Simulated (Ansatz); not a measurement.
`OB(O)S` + `[CH3][AlH][SiH3]` → `OBS` + `[CH3][Al]([OH])[SiH3]`  (redistribution)

Isolated molecules relaxed with PBE0-D4/def2-TZVP in Ansatz; ΔE leaves out vibrations. CCSD(T)/CBS adds triple-zeta CCSD(T) − MP2 to the extrapolated MP2 energy (def2 sets, frozen cores). Functionals use def2-TZVPP. One conformer a species, not always the lowest.

| level | ΔE (eV) |
| --- | --- |
| BLYP-D4 | -0.37 |
| ωB97M-V | -0.31 |

(1) What does CCSD(T)/CBS give? (Estimate.)

Largest T1 diagnostic among the species: 0.013.

Answers

(1) Computed: -0.35 eV. The listed levels differ from it by -0.02, 0.04 eV.

From BLYP to BHLYP (50 % exact exchange), in def2-TZVPP and without D4, ΔE moves by +0.10 eV. At CCSD(T), def2-SVP lies +0.21 eV from the extrapolated value and def2-TZVPP +0.02 eV. In def2-TZVPP, CCSD(T) changes the Hartree–Fock value by −0.11 eV (the triples alone add −0.02 eV) and MP2 by −0.16 eV.
